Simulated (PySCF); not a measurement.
Simulated outer-valence photoelectron spectrum of `CN[SiH2]N`. Computed with EOM-IP-CCSD/aug-cc-pVDZ in PySCF, restricted Hartree–Fock reference, frozen core, non-relativistic, gas phase, PBE0-D3(BJ)/def2-SVP geometry.

Each root has a Gaussian of 0.5 eV full width with its one-hole share as area; cross sections and vibrations are left out, and the highest printed point is 100.

```csv
ionisation energy (eV),intensity
8.2,3
8.4,22
8.6,72
8.8,94
9.0,51
9.2,16
9.4,31
9.6,80
9.8,90
10.0,41
10.2,8
10.4,1
10.6,0
10.8,0
11.0,0
11.2,0
11.4,2
11.6,18
11.8,65
12.0,100
12.2,87
12.4,95
12.6,92
12.8,43
13.0,20
13.2,53
13.4,94
13.6,71
13.8,37
14.0,63
14.2,100
14.4,91
14.6,95
14.8,93
15.0,44
15.2,9
15.4,2
15.6,12
15.8,53
16.0,95
16.2,69
16.4,21
16.6,3
```

Problem. Where are the maxima, and how many lines lie under the curve?

Solution. 8 maxima, at 8.8, 9.7, 12.0, 12.5, 13.4, 14.2, 14.7 and 16.0 eV, from 8 lines.

Problem. List the lines with their holes.

Solution. 
```csv
E (eV),leading hole (HF orbital),area,Koopmans (eV)
8.76,HOMO,0.95,9.92
9.72,HOMO-1,0.95,10.87
11.99,HOMO-2,0.95,12.77
12.52,HOMO-3,0.95,13.49
13.43,HOMO-4,0.94,14.50
14.21,HOMO-5,0.95,15.38
14.74,HOMO-6,0.95,15.92
16.03,HOMO-7,0.94,17.35
```

The widest gap, 2.27 eV, lies between 9.72 and 11.99 eV. Only orbitals with −ε under 21 eV, eight at most, were ionised, so the high end of the curve may lack lines.

Conformer computed: `[CH3:1][NH:2][SiH2:3][NH2:4]`: C1–N2–Si3–N4 -153°, H–N4–Si3–N2 -150°, H–N4–Si3–N2 62°.

One conformer stands for the species.
